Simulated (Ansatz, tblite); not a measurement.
Cost and result up the ladder for (Cl)2Al-O-SiH3 (AlSiCl2OH3) (8 atoms). Total charge 0; singlet. Geometry: r2SCAN-D4/def2-SVP.

Cartesian coordinates in Å:
```
Al 0.051 0.703 1.658
Cl -1.485 0.336 3.019
Cl 1.657 1.900 2.232
O -0.006 0.041 0.118
Si -0.045 -0.598 -1.408
H -1.327 -0.229 -2.076
H 1.095 -0.068 -2.211
H 0.061 -2.085 -1.332
```

Ansatz on 4 threads of Arm Neoverse V2 on a shared host; xTB runs through tblite on one thread. Times are rough, summed over both states, and most runs start from the orbitals of an earlier one. PBE0-D4/def2-TZVP serves as the yardstick here, not as an exact answer. The other state is a triplet.

The xTB rows come from tblite.

xTB has no spin-polarisation term.

```tsv
level	functions	vertical triplet (eV)	difference from PBE0-D4/def2-TZVP (eV)
GFN1-xTB	46	5.10	-1.13
PBE-D4/def2-TZVP	197	5.44	-0.79
r2SCAN-D4/def2-TZVP (with forces)	197	5.90	-0.34
PBE0-D4/def2-TZVP	197	6.24	0.00
GFN2-xTB	43	4.38	-1.86
```

(1) Estimate how long each takes.

## Answers

(1) GFN1-xTB 0.015 s; GFN2-xTB 0.015 s; PBE-D4/def2-TZVP 5.8 s; PBE0-D4/def2-TZVP 13 s; r2SCAN-D4/def2-TZVP (with forces) 15 s. On shared hardware such times vary by a factor of up to 3.
